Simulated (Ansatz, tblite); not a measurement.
Removing and adding an electron: BeMe(SiH3) (CH₆BeSi). The state is a singlet with charge 0. Geometry: r2SCAN-D4/def2-TZVP. Ansatz, gas phase; energy differences of separate SCF runs; the oxidised species was run as a doublet alone; the reduced species was run as a doublet alone.

```xyz
9

Be   -0.0736   -0.1573   -0.2230
C    -0.5937   -1.0845   -1.5166
H    -1.3647   -1.8069   -1.2230
H     0.2184   -1.6630   -1.9724
H    -1.0285   -0.4733   -2.3166
Si    0.5844    1.0582    1.4787
H     1.7110    1.9757    1.1342
H     1.0569    0.2282    2.6267
H    -0.5102    1.9229    2.0120
```

The xTB rows come from tblite. Correlated methods freeze 6 core orbitals. In CCSD on the charge -1 doublet the largest single amplitude is 0.54, so its Hartree–Fock determinant may place the open shell otherwise than the density functionals do.

| level | −HOMO (eV) | vertical IE (eV) | −LUMO (eV) | vertical EA (eV) | HOMO–LUMO gap (eV) | IE − EA (eV) | remarks |
| --- | --- | --- | --- | --- | --- | --- | --- |
| GFN1-xTB | 11.09 | 13.72 | 7.56 | – | 3.52 | – | – |
| GFN2-xTB | 9.27 | 12.21 | 5.77 | 2.22 | 3.50 | 9.99 | – |
| HF/def2-TZVPP | – | 9.18 | – | – | – | – | – |
| PBE-D4/def2-TZVP | 6.51 | 9.58 | 1.71 | – | 4.80 | – | – |
| PBE-D4/def2-TZVPD | 6.53 | – | 1.75 | -0.34 | 4.78 | – | HOMO above zero (-1 doublet) |
| r2SCAN-D4/def2-TZVP | 6.75 | 9.64 | 1.41 | – | 5.35 | – | – |
| r2SCAN-D4/def2-TZVPD | 6.76 | – | 1.43 | -0.40 | 5.33 | – | HOMO above zero (-1 doublet) |
| PBE0-D4/def2-TZVP | 7.67 | 9.79 | 0.91 | – | 6.76 | – | – |
| PBE0-D4/def2-TZVPD | 7.67 | – | 0.96 | -0.43 | 6.72 | – | HOMO above zero (-1 doublet) |
| MP2/def2-TZVPP | – | 9.92 | – | – | – | – | – |
| CCSD/def2-TZVPD | – | – | – | -0.72 | – | – | HOMO above zero (-1 doublet), large T1 (0.117) (-1 doublet) |
| CCSD/def2-TZVPP | – | 9.95 | – | – | – | – | – |
| CCSD(T)/def2-TZVPD | – | – | – | -0.67 | – | – | HOMO above zero (-1 doublet), large T1 (0.117) (-1 doublet) |
| CCSD(T)/def2-TZVPP | – | 9.95 | – | – | – | – | – |

Run but left out: HF/def2-TZVPD, MP2/def2-TZVPD (charge -1 doublet: a determinant that CCSD turns far, T1 0.117).   A HOMO above zero means that the electron is unbound at that level or that self-interaction error raises the level; the energy of removing that electron tells which. Raw xTB energy differences between charge states are shifted by several eV; the methods need an empirical correction for them. A negative affinity means that the extra electron isn't bound; its size then hangs on the basis.
